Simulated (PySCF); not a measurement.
**Correlation energy of Be (beryllium, neutral)**

[He] 2s2, closed-shell 1S. All numbers are calculated (PySCF 2.14, the non-relativistic Hamiltonian (point nucleus), in def2-TZVP (5s3p1d, 19 functions)). Frozen: 1s2; 2 electrons correlated.

Total MP2 correlation energy: -26.08 mhartree.

Same-spin part 0.00 and opposite-spin part -26.08 mhartree; SCS-MP2 scales them by 1/3 and 6/5 to -31.29 mhartree.

With two correlated electrons CCSD is exact within the correlated space (frozen core and kept virtual orbitals).

```tsv
level	correlation energy (mhartree)
CCSD	-45.09
```

Diagnostics: T1 = 0.021, D1 = 0.0290, largest double amplitude 0.149.

Q: Is a single reference adequate?

A: Mostly. T1 lies below 0.03, but a double amplitude of this size points to a near-degeneracy that CCSD handles and MP2 describes poorly.
